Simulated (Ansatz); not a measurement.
Calculated with Ansatz (gas phase, PBE0-D4/def2-TZVP geometries, no zero-point term in ΔE). CCSD(T)/CBS is the MP2 limit (def2-TZVPP, def2-QZVPP) plus CCSD(T) − MP2 in def2-TZVPP, frozen cores. This one scheme is used for every species. Functionals use def2-TZVPP. B3LYP here is the variant with VWN-RPA as its local correlation; programs differ in this. One conformer a species, not always the lowest.

`F[Si]N([SiH3])[SiH3]` + H₂S → `F[Si]S` + `[SiH3]N[SiH3]`  (ligand exchange at the Si–N bond)

`F[Si]N([SiH3])[SiH3]`:

```xyz
11

F    -2.282   -0.919    1.444
Si   -0.896   -0.258    1.978
N    -0.113   -0.017    0.461
Si    1.484    0.694    0.429
Si   -0.863   -0.461   -1.068
H     1.476    1.961   -0.345
H     1.878    0.966    1.836
H     2.456   -0.241   -0.192
H    -1.120   -1.919   -1.129
H     0.105   -0.093   -2.136
H    -2.124    0.288   -1.279
```

H₂S:

Cartesian coordinates in Å:
```
S 0.330 -0.181 0.492
H -0.772 0.568 0.336
H 0.442 -0.387 -0.828
```

`F[Si]S`:

Cartesian coordinates in Å:
```
F 0.735 -1.304 -0.477
Si 1.042 -0.228 0.688
S -0.623 1.110 0.408
H -1.154 0.422 -0.619
```

`[SiH3]N[SiH3]`:

Z-matrix (Å, degrees):
```
Si
N 1 1.726
H 1 1.490 2 112.6
H 1 1.484 2 107.4 3 119.9
H 1 1.489 2 110.9 3 -120.0
Si 2 1.726 1 128.9 3 -109.8
H 2 1.011 1 115.5 3 66.2
H 6 1.490 2 112.6 1 109.8
H 6 1.484 2 107.4 1 -10.1
H 6 1.488 2 110.9 1 -130.1
```

(1) Is it downhill or uphill in electronic energy at CCSD(T)/CBS, and by how much? (An estimate is asked.)

(2) What do these levels give: PBE-D4, r2SCAN0-D4, B3LYP, CAM-B3LYP, RPA@PBE/def2-TZVPP, HF/def2-TZVPP? (An estimate is asked.)

Largest T1 diagnostic among the species: 0.015.

Results:

(1) The calculation gave: Uphill: ΔE = +0.24 eV.

(2) The calculation gave: PBE-D4 0.13, r2SCAN0-D4 0.19, B3LYP 0.09, CAM-B3LYP 0.17, RPA@PBE/def2-TZVPP 0.28, HF/def2-TZVPP 0.17 eV.

In def2-TZVPP, CCSD(T) changes the Hartree–Fock value by +0.10 eV (the triples alone add +0.01 eV) and MP2 by +0.11 eV. The D4 term adds +0.11 eV with B3LYP and +0.06 eV with PBE0; it sums over pairs of atoms, weighted by their polarisabilities, and B3LYP, whose exchange is more repulsive, gets the larger term.
